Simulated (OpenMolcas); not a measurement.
**Sm2+: CASPT2 settings compared**

```json
{
  "Program": "OpenMolcas",
  "Basis": "ANO-R3 [9s8p6d5f3g1h]",
  "Scalar Hamiltonian": "X2C, finite nucleus",
  "Active space": "6 electrons in 7 orbitals (4f)",
  "State averaging": "2S+1 = 7 even, 7 roots; 2S+1 = 5 even, 62 roots kept (CI in the orbitals of an earlier block); 2S+1 = 3 even, 3 roots kept (CI in the orbitals of an earlier block, 0 in the spin-orbit step)",
  "Spin-orbit coupling": "RASSI with atomic mean-field integrals over the reference wave functions, term energies averaged over their components"
}
```

Methods on the same reference wave functions:
A. CASSCF
B. SS-CASPT2, IPEA 0.75 Eh, sigma2 regulariser 0.15 Eh (closed shells correlated: none)
C. SS-CASPT2, IPEA 0.75 Eh, real shift 0.15 Eh (closed shells correlated: 5s 5p)

Energies in cm⁻¹ above 4f⁶ ⁷F₀, the measured ground level; measured values from Martin, Zalubas and Hagan, Atomic Energy Levels: The Rare-Earth Elements, NSRDS-NBS 60 (1978).

| Level | A | B | C | Measured |
| --- | --- | --- | --- | --- |
| 4f⁶ ⁷F₀ | 0.0 | 0.0 | 0.0 | 0.0 |
| 4f⁶ ⁷F₁ | 269 | 285 | 278 | 293 |
| 4f⁶ ⁷F₂ | 775 | 814 | 797 | 814 |
| 4f⁶ ⁷F₃ | 1464 | 1525 | 1498 | 1493 |
| 4f⁶ ⁷F₄ | 2285 | 2360 | 2320 | 2278 |
| 4f⁶ ⁷F₅ | 3203 | 3270 | 3240 | 3132 |
| 4f⁶ ⁷F₆ | 4214 | 4270 | 4250 | 4027 |
| 4f⁶ ⁵D₀ | 20339 | 18060 | 18870 |  |
| 4f⁶ ⁵D₁ | 21037 | 18740 | 19550 |  |
| 4f⁶ ⁵D₂ | 22478 | 20150 | 20970 |  |
| 4f⁶ ⁵D₃ | 24743 | 22390 | 23210 |  |
| 4f⁶ ⁵L₆ | 26568 | 26830 | 27560 |  |
| 4f⁶ ⁵L₇ | 27071 | 27330 | 28070 |  |
| 4f⁶ ⁵L₈ | 27646 | 27910 | 28640 |  |
| 4f⁶ ⁵D₄ | 27927 | 25560 | 26390 |  |
| 4f⁶ ⁵G₃ | 28265 | 26560 | 27170 |  |
| 4f⁶ ⁵G₄ | 28269 | 26590 | 27180 |  |
| 4f⁶ ⁵L₉ | 28293 | 28560 | 29290 |  |
| 4f⁶ ⁵G₂ | 28431 | 26680 | 27310 |  |
| 4f⁶ ⁵G₅ | 28511 | 26880 | 27450 |  |
| 4f⁶ ⁵L₁₀ | 29011 | 29270 | 30010 |  |
| 4f⁶ ⁵G₆ | 29224 | 27610 | 28180 |  |

Deviations, from unrounded energies. A percentage is the sum of absolute deviations over the sum of measured energies, with the sign that they share, or ± where signs differ.

```tsv
Against measurement	Levels	A	B	C
mean absolute deviation (cm-1)	6	60	85	70
fine structure of the ground term (%)	6	±3.0	±4.2	±3.5
```

A lies closest to measurement on these levels and B furthest from it. The largest miss of A in the table is 4f⁶ ⁷F₆, by +190 cm-1. The ranking rests on the paired levels alone, and a cruder setting can come out closer through cancelling errors.

Between B and C the level of the table that moves most is 4f⁶ ⁵D₃, by 820 cm-1 (lowest in B, highest in C). Moves below CASPT2's spread within the term are not significant.

The mean deviations of B to C differ by less than CASPT2's widest spread within a term (390 cm-1), so their order carries little weight.

From A to B the spin-free energies of the other terms of 4f⁶ shown, above ⁷F, scale by factors of 0.89 to 1.01.

The lowest spin-free term lies below A's lowest term by 0.119 hartree in B, 0.513 hartree in C.

Term energies are means over components that CASPT2 splits; among the terms shown or strongly mixed into the levels shown the widest spread is 390 cm-1 (4f⁶ ⁵L, C). High states are left out of the spin-orbit mixing, which shifts the levels that they would mix with. Terms from blocks run as CI alone lack orbitals of their own. Without dynamic correlation excited terms often stand tens of per cent too high (terms of higher spin than the ground term too low), and those without a measured partner can miss by more than the paired ones (holds for A). Measured partners are found by configuration, term and J. A level has none where our copy of the source lacks it or the pairing is in doubt (some pairs that miss far off the trend of their configuration count as doubtful), and it then counts in no deviation. Only configurations of the active space appear. Levels that lie high or do not pair safely by name in every column are left out.
